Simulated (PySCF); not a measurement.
SMILES [Si](CC)(O)(OC)N (C3H11NO2Si), singlet at its GFN2-xTB optimised geometry (Å):

```
18

C     -0.9493    -1.5892    -2.8310
C     -1.3661    -2.2004    -1.4973
Si    -0.9717    -1.0963     0.0000
N     -1.5834     0.5184     0.0000
O     -1.6447    -1.6620     1.3825
O      0.6596    -1.0963     0.0000
C      1.5011    -0.3804     0.8608
H     -1.1727    -2.2635    -3.6566
H      0.1179    -1.3851    -2.8306
H     -1.4754    -0.6531    -3.0049
H     -0.8766    -3.1694    -1.3940
H     -2.4390    -2.3976    -1.5179
H     -1.3923     1.0963    -0.8018
H     -2.5316     0.6559     0.3081
H     -1.4116    -2.5337     1.6887
H      1.3296    -0.6697     1.9002
H      1.3227     0.6920     0.7674
H      2.5316    -0.6068     0.5845
```

Method: CAM-B3LYP/def2-SVP (PySCF). Cells within 0.4 Å of a nucleus heavier than hydrogen are left out (blank, or x).

Map of the Laplacian of the electron density (e/bohr⁵), clipped to [-1.50, 1.50] on the plane z = 0.0 Å:

```
|444444444444444444444444444|
|444444444444444444444444444|
|444444444444444444444444444|
|444444444444444444444444444|
|444444444444444444444444444|
|444444444444444444444444444|
|444444444444444444444444444|
|444444444444444444444444444|
|444444444544444444444444444|
|444444455555444444444444444|
|444444555555544444444444444|
|444445432x35544555544444444|
|44444553xx25545555554444444|
|444444555245555555555444444|
|444444555466556665555444444|
|4444444558xx850x56555444444|
|4444444559xx94xx56555444444|
|444444455699655265544444444|
|444444445455556655444444444|
|444444445555555554444444444|
|444444444454444444444444444|
|444444444444444444444444444|
|444444444444444444444444444|
|444444444444444444444444444|
|444444444444444444444444444|
|444444444444444444444444444|
|444444444444444444444444444|
```
Scale: ten equal steps from -1.43 (start of '0') to 1.50 (end of '9'), in the order '0123456789'; x runs from -5.00 to 5.00, y from -5.00 (bottom) to 5.00 (top).
